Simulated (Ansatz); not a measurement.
`OB(F)[SiH3]` + H₂ → `OB[SiH3]` + H–F at 600 K and 1 bar (hydrogenolysis of a B–F bond).

Program: Ansatz. Geometries: PBE0-D4/def2-TZVP. ΔE: electronic, gas phase. CCSD(T)/CBS adds triple-zeta CCSD(T) − MP2 to the extrapolated MP2 energy (def2 sets, frozen cores). This one scheme is used for every species. One conformer a species, not always the lowest.

```csv
species,CCSD(T)/CBS energy (Eh),H − E (kJ/mol),S (J/(mol·K))
`OB(F)[SiH3]`,-491.34397,172.6,391.6
H₂,-1.17544,43.9,150.8
`OB[SiH3]`,-392.07510,182.6,365.1
H–F,-100.39570,42.3,194.0
```

H − E and S are ideal-gas, rigid-rotor, harmonic terms from PBE0-D4/def2-TZVP, for one conformer and one mirror image of each species. The MP2-based limit puts H₂ 0.8 mEh under its directly extrapolated value; such offsets cancel only in part. 1 Eh = 2625.50 kJ/mol, R = 8.31446 J/(mol·K).

Task: By hand: ΔE, ΔH, ΔS and ΔG.

Result: ΔE = (-392.07510) + (-100.39570) − (-491.34397) − (-1.17544) = 0.04861 Eh = 127.6 kJ/mol. Δ(H − E) = 182.6 + 42.3 − 172.6 − 43.9 = 8.4, so ΔH = 136.0 kJ/mol. ΔS = 365.1 + 194.0 − 391.6 − 150.8 = 16.7 J/(mol·K). ΔG = 136.0 − 600 × (16.7)/1000 = 126.0 kJ/mol.

Task: By hand: the equilibrium constant, and the temperature at which ΔG would vanish if ΔH and ΔS stayed fixed.

Result: log₁₀ K = −ΔG/(RT ln 10) = -11.0. ΔG = 0 at ΔH/ΔS = 8144 K, far beyond where these terms or the molecules hold.

ΔH outweighs TΔS. A doubt of 5 kJ/mol in ΔE shifts log₁₀ K by 0.4 here. Other conformers and mirror images would add mixing entropy, several J/(mol·K) or more a flexible species. These are equilibria of isolated gas molecules and say nothing of rates. Largest T1 diagnostic: 0.014 (customary marks: 0.02 for closed shells, 0.045 for open ones).
